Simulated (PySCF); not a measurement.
Species: C5H5OP.
Z-matrix (Å and degrees, PBE/6-31+G* geometry), rows numbered from 1:
```
O 
C   1  1.3730
C   2  1.4088  1  121.42
C   3  1.3975  2  123.05  1   179.99
P   4  1.7585  3  126.15  2    -0.04
C   5  1.7619  4   98.96  3     0.05
C   6  1.3948  5  126.53  4    -0.01
H   1  0.9800  2  109.16  3    -0.07
H   3  1.1007  2  118.02  1     0.01
H   4  1.0977  3  117.18  2  -179.97
H   6  1.0977  5  116.34  4   179.98
H   7  1.0968  2  117.06  1     0.02
```

Computed with PBE/6-31+G* geometry optimisation, gas phase in PySCF 2.14.0.

Masses are those of the commonest isotopes; rigid-rotor values at the optimised geometry. The values belong to one conformer with, in the numbering `[OH:1][c:2]1[cH:3][cH:4][p:5][cH:6][cH:7]1`, H–O1–C2–C3 0°.

Question: Give the principal moments of inertia and the rotational constants in GHz.

Answer: Ia = 100.86, Ib = 286.44, Ic = 387.31 u·Å²; 505379 MHz·u·Å²/I gives 5011, 1764 and 1305 MHz, that is A = 5.0106, B = 1.7643, C = 1.3049 GHz.

Question: What kind of rotor is it?

Answer: An asymmetric top; Ray's κ = -0.752.

Question: Is it planar, by Δ = Ic − Ia − Ib?

Answer: Planar: Δ = Ic − Ia − Ib = 0.00 u·Å². For a rigid frame Δ = −2 Σ m c², so it vanishes when all atoms lie in the ab plane; here none is more than 0.01 Å from it.

Question: Predict some low-J microwave lines.

Answer: The dipole components are |μa| = 2.04 D, |μb| = 1.36 D, |μc| = 0.00 D; the mirror of this Cs structure is the ab plane, so μc vanishes by symmetry and there are no c-type lines. The squared components, which scale the intensities, stand as 1.00 : 0.45 (a : b). Some lines, for components of 0.1 D or more:

| type | branch | J(Ka,Kc) | MHz | lower level (cm⁻¹) |
| --- | --- | --- | --- | --- |
| a | Q | 4(2,2) ← 4(2,3) | 654 | 1.486 |
| a | R | 1(0,1) ← 0(0,0) | 3069 | 0.000 |
| b | R | 4(1,3) ← 3(2,2) | 4016 | 1.078 |
| b | Q | 2(1,1) ← 2(0,2) | 4211 | 0.306 |
| a | Q | 4(1,3) ← 4(1,4) | 4575 | 1.059 |
| a | R | 2(1,2) ← 1(1,1) | 5679 | 0.211 |
| a | R | 2(0,2) ← 1(0,1) | 6093 | 0.102 |
| a | R | 2(1,1) ← 1(1,0) | 6598 | 0.226 |
| a | R | 3(1,3) ← 2(1,2) | 8491 | 0.400 |
| a | R | 3(2,2) ← 2(2,1) | 9208 | 0.771 |
| b | R | 4(0,4) ← 3(1,3) | 9552 | 0.683 |
| b | R | 4(1,4) ← 3(0,3) | 13569 | 0.607 |
| b | Q | 4(3,1) ← 4(2,2) | 16891 | 1.508 |
| b | Q | 3(3,1) ← 3(2,2) | 17407 | 1.078 |
| b | Q | 4(3,2) ← 4(2,3) | 17525 | 1.486 |
| b | R | 3(2,1) ← 2(1,2) | 20549 | 0.400 |
| b | R | 4(2,2) ← 3(1,3) | 24728 | 0.683 |
| b | R | 3(3,0) ← 2(2,1) | 26617 | 0.771 |
| b | R | 4(4,0) ← 3(3,1) | 36617 | 1.659 |

Question: Estimate the classical rotational partition function at 10 K, 25 K and 298.15 K.

Answer: Point group Cs, symmetry number σ = 1; q = (√π/σ)·√((kT/h)³/(ABC)), k/h = 20836.6 MHz/K: 1570 at 10 K, 6200 at 25 K, 256000 at 298.15 K.

Not checked by PBE/6-31+G* frequencies. No vibrational averaging or centrifugal distortion is included, and the geometry carries the error of its method.
